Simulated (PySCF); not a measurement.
H₆ClNOSi₂, SMILES N[SiH2]O[SiH2]Cl (B3LYP/def2-SVP optimised geometry):

```
11

Si    -0.595     1.491     0.653
Cl    -1.336     1.350     2.593
O     -0.399     0.000     0.000
Si     0.096    -1.603     0.000
N     -0.425    -2.492    -1.374
H      0.704     2.206     0.729
H     -1.583     2.247    -0.154
H     -0.478    -2.247     1.209
H      1.583    -1.603     0.000
H     -1.394    -2.780    -1.473
H      0.006    -2.348    -2.282
```

Level of theory: B3LYP/def2-TZVP run with PySCF.

Problem. What are the frontier orbital energies and the dipole moment?

Solution. HOMO-2 -8.72 eV, HOMO-1 -8.42 eV, HOMO -7.72 eV, LUMO 0.11 eV, LUMO+1 0.37 eV; dipole moment 2.36 D.

Meta-Löwdin charges at B3LYP/def2-TZVP: Si1 0.94, Cl2 -0.32, O3 -0.85, Si4 0.98, N5 -0.73, H6 -0.12, H7 -0.12, H8 -0.13, H9 -0.13, H10 0.24, H11 0.24.
